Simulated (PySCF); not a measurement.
**Relaxation of singlet PbBr₂**

All numbers come from PBE0/[Pb def2-TZVP with ECP60, Br def2-TZVP], scalar-relativistic core potentials, density fitting, no spin–orbit coupling, PySCF. A (50,194) grid was used.

A start displaced from a saddle point along its imaginary mode, of C2v symmetry, held to at least that symmetry:

```xyz
3
charge 0 multiplicity 1, angstrom
Pb    0.0000    0.1897    0.0000
Br    0.0000   -0.2500    2.7322
Br    0.0000   -0.2500   -2.7322
```

(1) What does it relax to?

(2) How much energy is released, and in how many steps?

## Answers

(1) It ends at C2v with Pb–Br 2.606 Å (×2); Br–Pb–Br 100.3° (after a last refinement on a finer grid). A frequency run shows a minimum. Other isomers or separated fragments may lie lower.

(2) 89.3 kJ/mol in 9 steps.

With an element this heavy the missing spin–orbit coupling can shift these numbers.
